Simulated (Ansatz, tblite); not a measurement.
Cost and result up the ladder for Cu(AsH3)(OH) (CuAsOH4) (7 atoms). Total charge 0; singlet. Geometry: PBE-D4/def2-TZVP.

```xyz
7

Cu   -1.0006   -0.2928   -0.0671
As    1.1775    0.1898    0.1644
H     1.6169    1.5494    0.6919
H     2.1188    0.1573   -1.0333
H     2.0428   -0.6510    1.0931
O    -2.7148   -0.7974   -0.1720
H    -3.2406   -0.1553   -0.6771
```

Ansatz on 4 threads of Arm Neoverse V2 on a shared host; xTB runs through tblite on one thread. Times are rough, summed over both states, and most runs start from the orbitals of an earlier one. PBE0-D4/def2-TZVP serves as the yardstick here, not as an exact answer. The other state is a triplet.

The xTB rows come from tblite.

xTB has no spin-polarisation term.

| level | functions | wall time | vertical triplet (eV) | difference from PBE0-D4/def2-TZVP (eV) |
| --- | --- | --- | --- | --- |
| GFN1-xTB | 30 | 0.008 s | 4.14 | -0.07 |
| GFN2-xTB | 26 | 0.039 s | 4.75 | 0.54 |
| PBE-D4/def2-TZVP (with forces) | 148 | 8.7 s | 4.06 | -0.16 |
| PBE0-D4/def2-TZVP | 148 | 13 s | 4.21 | 0.00 |
| r2SCAN-D4/def2-TZVP | 148 | 19 s | 4.11 | -0.11 |
